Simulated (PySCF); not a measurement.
**Partial charges of `FC(F)[C@@H]1CCC[C@H]1C(F)(F)F`**

C₇H₉F₅.
Cartesian coordinates in Å at the GFN2-xTB level; atoms count from 1:
```
atom  x, y, z in Å
F1     2.219    0.461    1.405
C2     2.201   -0.023    0.138
F3     2.656   -1.295    0.220
C4     0.792    0.026   -0.442
C5     0.279    1.473   -0.541
C6    -1.207    1.382   -0.200
C7    -1.245    0.327    0.903
C8    -0.217   -0.725    0.459
C9    -0.888   -1.853   -0.309
F10   -0.009   -2.755   -0.768
F11   -1.763   -2.524    0.455
F12   -1.575   -1.426   -1.381
H13    2.927    0.558   -0.451
H14    0.838   -0.443   -1.429
H15    0.457    1.900   -1.526
H16    0.787    2.089    0.203
H17   -1.613    2.336    0.130
H18   -1.773    1.045   -1.068
H19   -0.919    0.765    1.847
H20   -2.234   -0.103    1.044
H21    0.278   -1.197    1.311
```

Density: PBE0/pcSseg-1 (PySCF); schemes: Mulliken, IAO, Hirshfeld and ESP-fitted. The structure is a single GFN2-xTB conformer in the gas phase; no vibrational or solvent corrections.

For which atoms does the sign change between the 4 schemes (beyond +0.03 e in one, beyond −0.03 e in another)?

C4 and C6.

At which atom do the 4 schemes differ most?

At C9: from +0.260 (Hirshfeld) to +0.872 e (Mulliken), 0.612 e apart.

Which atoms carry the highest charge in the Mulliken, IAO, Hirshfeld and ESP-fitted schemes?

All schemes agree: Mulliken C9 (+0.872); IAO C9 (+0.803); Hirshfeld C9 (+0.260); ESP-fitted C9 (+0.491).

What partial charge does each atom carry?

In e:

```csv
atom,environment,Mulliken,IAO,Hirshfeld,ESP-fitted
F1,fluorine of a CF2 group,-0.305,-0.310,-0.096,-0.175
C2,CHF2 carbon,+0.591,+0.447,+0.149,+0.165
F3,fluorine of a CF2 group,-0.298,-0.302,-0.101,-0.191
C4,sp3 CH carbon,-0.349,-0.152,-0.047,+0.045
C5,ring CH2 carbon,-0.158,-0.268,-0.071,-0.232
C6,ring CH2 carbon,-0.207,-0.260,-0.071,+0.099
C7,ring CH2 carbon,-0.152,-0.266,-0.073,-0.302
C8,sp3 CH carbon,-0.386,-0.165,-0.055,-0.157
C9,CF3 carbon,+0.872,+0.803,+0.260,+0.491
F10,fluorine of a CF3 group,-0.268,-0.283,-0.092,-0.197
F11,fluorine of a CF3 group,-0.272,-0.284,-0.092,-0.181
F12,fluorine of a CF3 group,-0.277,-0.291,-0.083,-0.159
H13,methine hydrogen,+0.102,+0.141,+0.051,+0.116
H14,methine hydrogen,+0.156,+0.156,+0.038,+0.084
H15,methylene hydrogen,+0.132,+0.144,+0.044,+0.069
H16,methylene hydrogen,+0.127,+0.139,+0.035,+0.092
H17,methylene hydrogen,+0.129,+0.143,+0.045,+0.023
H18,methylene hydrogen,+0.131,+0.142,+0.032,+0.020
H19,methylene hydrogen,+0.132,+0.147,+0.046,+0.131
H20,methylene hydrogen,+0.138,+0.150,+0.039,+0.109
H21,methine hydrogen,+0.162,+0.168,+0.041,+0.153
```

Mean size of the charges over all atoms: Mulliken 0.254 e, IAO 0.246 e, ESP-fitted 0.152 e, Hirshfeld 0.074 e. Each set sums to the total charge, 0, to within 0.001 e. The Mulliken scheme gives each basis function's population to the atom it is centred on and halves the overlap population of two atoms between them.

How many electrons does the Mulliken scheme count on F11?

Z − q = 9 − (-0.272) = 9.272.

How closely do the schemes follow one another over all atoms?

Correlation coefficient and root-mean-square difference: IAO with Hirshfeld 1.00, 0.198 e; Mulliken with Hirshfeld 0.97, 0.225 e; Mulliken with IAO 0.97, 0.083 e; IAO with ESP-fitted 0.90, 0.148 e; Hirshfeld with ESP-fitted 0.89, 0.110 e; Mulliken with ESP-fitted 0.83, 0.189 e.

These values come from a run that also computed NMR shieldings. Time: 46 s of wall time; peak memory 1.1 GiB. Hardware: an Arm Neoverse V2 with one thread, shared host with 96 logical CPUs at a one-minute load of 12.
